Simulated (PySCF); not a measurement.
# Nuclear quadrupole coupling in `C#Cc1cc2sccc2[nH]1`

Species: C8H5NS.
Atom-mapped SMILES: `[CH:1]#[C:2][c:3]1[cH:4][c:5]2[s:6][cH:7][cH:8][c:9]2[nH:10]1` (hydrogens: H11 on C1; H12 on C4; H13 on C7; H14 on C8; H15 on N10)

Field gradients from the PBE0/pcSseg-1 density (PySCF, non-relativistic), principal values in atomic units, ordered |Vxx| ≤ |Vyy| ≤ |Vzz|:

```json
{"atom": "S6", "Vxx": "-0.1469", "Vyy": "-1.9171", "Vzz": "2.0640"}
{"atom": "N10", "Vxx": "0.3875", "Vyy": "0.4053", "Vzz": "-0.7928"}
```

Question: Find the asymmetry η = (Vxx − Vyy)/Vzz and the couplings χ = eQV/h (234.96 MHz × Q in barn × V in au), with Q(33S) = −0.0678 b, Q(14N) = 0.02044 b.

Answer: 
| atom | environment | nucleus | η | χzz (MHz) | χxx (MHz) | χyy (MHz) |
| --- | --- | --- | --- | --- | --- | --- |
| S6 | thiophene-type sulfur | 33S | 0.86 | -32.88 | 2.34 | 30.54 |
| N10 | pyrrole-type nitrogen | 14N | 0.02 | -3.807 | 1.861 | 1.946 |

The gradient is axial or nearly so (η below 0.05) at N10. The tensor is traceless: Vxx + Vyy + Vzz = 0.

Question: What is Vzz at N10 in SI units (1 au = 9.71736 × 10²¹ V/m²)?

Answer: -0.7928 au = -7.704 × 10²¹ V/m².

Question: And the gradient at the other heavy atoms, for which no coupling is worked out here?

Answer: 
```csv
atom,environment,Vzz (au),η
C1,terminal alkyne carbon,-0.280,0.59
C2,alkyne carbon,-0.269,0.13
C3,substituted aromatic carbon,0.191,0.70
C4,aromatic CH carbon,0.138,0.57
C5,ring-fusion aromatic carbon,-0.191,0.64
C7,aromatic CH next to a ring sulfur,-0.250,0.35
C8,aromatic CH carbon,0.161,0.51
C9,ring-fusion aromatic carbon,-0.205,0.26
```

Were the hydrogens deuterons (Q(2H) = 0.00286 b), χzz would run from 229 kHz (H14) to 275 kHz (H15).

Geometry: GFN2-xTB; no solvent, vibrations or thermal averaging. GFN2-xTB bond lengths can be off by several hundredths of an ångström, more for odd bonds, and the gradients follow them. The small basis limits the accuracy of the gradients.

These values come from a run that also computed NMR shieldings. On one thread, Intel Xeon at 2.50 GHz (x86_64), no GPU, shared host with 64 logical CPUs at a one-minute load of 50, this took 2.1 min wall, 1.9 min CPU (with the writing of density and orbital grids) and 0.89 GiB of memory at its peak.
